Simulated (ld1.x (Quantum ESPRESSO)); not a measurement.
# Reading a pseudo-wave (oxygen)

Columns: radius, all-electron u(r) and pseudo u(r) of the 2p shell (level -9.30 eV) of oxygen in the configuration [He] 2s1.75 2p4.25; LDA (PZ), scalar-relativistic, ultrasoft scheme, ld1.x (Quantum ESPRESSO) 7.5.

```json
{"r (bohr)": "0.105", "all-electron": "0.1124", "pseudo": "0.0107"}
{"r (bohr)": "0.210", "all-electron": "0.3116", "pseudo": "0.0421"}
{"r (bohr)": "0.315", "all-electron": "0.4994", "pseudo": "0.0917"}
{"r (bohr)": "0.420", "all-electron": "0.6462", "pseudo": "0.1560"}
{"r (bohr)": "0.525", "all-electron": "0.7478", "pseudo": "0.2303"}
{"r (bohr)": "0.630", "all-electron": "0.8095", "pseudo": "0.3094"}
{"r (bohr)": "0.735", "all-electron": "0.8390", "pseudo": "0.3878"}
{"r (bohr)": "0.840", "all-electron": "0.8441", "pseudo": "0.4607"}
{"r (bohr)": "0.945", "all-electron": "0.8317", "pseudo": "0.5236"}
{"r (bohr)": "1.050", "all-electron": "0.8073", "pseudo": "0.5732"}
{"r (bohr)": "1.155", "all-electron": "0.7749", "pseudo": "0.6075"}
{"r (bohr)": "1.260", "all-electron": "0.7377", "pseudo": "0.6260"}
{"r (bohr)": "1.365", "all-electron": "0.6978", "pseudo": "0.6292"}
{"r (bohr)": "1.470", "all-electron": "0.6568", "pseudo": "0.6189"}
{"r (bohr)": "1.575", "all-electron": "0.6159", "pseudo": "0.5976"}
{"r (bohr)": "1.680", "all-electron": "0.5757", "pseudo": "0.5686"}
{"r (bohr)": "1.785", "all-electron": "0.5368", "pseudo": "0.5348"}
{"r (bohr)": "1.890", "all-electron": "0.4994", "pseudo": "0.4992"}
{"r (bohr)": "1.995", "all-electron": "0.4639", "pseudo": "0.4639"}
{"r (bohr)": "2.100", "all-electron": "0.4302", "pseudo": "0.4302"}
{"r (bohr)": "2.205", "all-electron": "0.3985", "pseudo": "0.3985"}
{"r (bohr)": "2.310", "all-electron": "0.3687", "pseudo": "0.3687"}
{"r (bohr)": "2.415", "all-electron": "0.3409", "pseudo": "0.3409"}
{"r (bohr)": "2.520", "all-electron": "0.3148", "pseudo": "0.3148"}
{"r (bohr)": "2.625", "all-electron": "0.2906", "pseudo": "0.2906"}
{"r (bohr)": "2.730", "all-electron": "0.2680", "pseudo": "0.2680"}
```

**Question.** How many radial nodes do the two functions have?

**Answer.** The all-electron 2p function has n − l − 1 = 0; the pseudo-wave has 0.

**Question.** At about which radius was the pseudo-wave matched?

**Answer.** 2.10 bohr. The columns agree to 0.0005 from 1.89 bohr on; several derivatives are matched, so the curves merge somewhat inside the radius.

**Question.** Is the pseudo-wave norm-conserving?

**Answer.** No, it belongs to an ultrasoft set: the norm inside the radius is not constrained, and the difference is carried by the augmentation charge.
